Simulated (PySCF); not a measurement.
## Magnetic susceptibility: `C/C=C/C=C/C#CC(=O)O`, C8H8O2

Geometry (Å), atoms numbered from 1 in this order:
```xyz
18

C    -4.1103    0.1376   -0.5419
C    -2.6363    0.1522   -0.7285
C    -1.7438   -0.0177    0.2520
C    -0.3262    0.0004    0.0405
C     0.5787   -0.1726    1.0234
C     1.9552   -0.1497    0.7891
C     3.1438   -0.1258    0.5619
C     4.5595   -0.1124    0.3706
O     5.3759   -0.2675    1.2443
O     4.8929    0.0966   -0.9166
H    -4.5386    1.0857   -0.8683
H    -4.3762   -0.0305    0.4988
H    -4.5570   -0.6474   -1.1525
H    -2.2899    0.3141   -1.7416
H    -2.0840   -0.1804    1.2668
H     0.0210    0.1648   -0.9714
H     0.2680   -0.3394    2.0473
H     5.8583    0.0983   -1.0055
```

Theory: GIAO KT1/3-21G magnetisability, rotational g tensor and spin-rotation constants, non-relativistic, gas phase in PySCF. Geometry: GFN2-xTB.

(1) What are the magnetisability and the molar susceptibility?

(2) Split it along the inertial axes a, b, c into diamagnetic and paramagnetic parts about the centre of mass, with the quadrupole moment.

(3) And the rotational g tensor?

Answers

(1) Isotropic -1330 × 10⁻³⁰ J/T², or -80.1 × 10⁻⁶ cm³/mol; principal values -1536, -1311, -1144 × 10⁻³⁰ J/T², anisotropy 341 × 10⁻³⁰ J/T² (root of half the summed squared differences of the principal values). The susceptibility is in cgs units.

(2) 
```tsv
axis	χ (10⁻⁶ cm³/mol)	diamagnetic (10⁻⁶ cm³/mol)	paramagnetic (10⁻⁶ cm³/mol)	summed x² of all electrons (Å²)	quadrupole Θ (D Å)
a	-78.9	-297.6	218.7	828.4	+13.05
b	-68.9	-3575.2	3506.3	55.9	-2.31
c	-92.5	-3751.7	3659.2	14.3	-10.73
```
Anisotropies 2χaa − χbb − χcc = +3.6 and 2χbb − χaa − χcc = +33.5 × 10⁻⁶ cm³/mol. Θ is traceless in Buckingham's convention.

(3) 
| axis | rotational constant (GHz) | g | nuclear part | electronic part |
| --- | --- | --- | --- | --- |
| a | 6.6042 | -0.0749 | 0.6037 | -0.6786 |
| b | 0.3383 | -0.0040 | 0.5533 | -0.5573 |
| c | 0.3225 | +0.0005 | 0.5549 | -0.5544 |

Asymmetric top; isotopes 12C, 1H, 16O; no vibrational averaging.
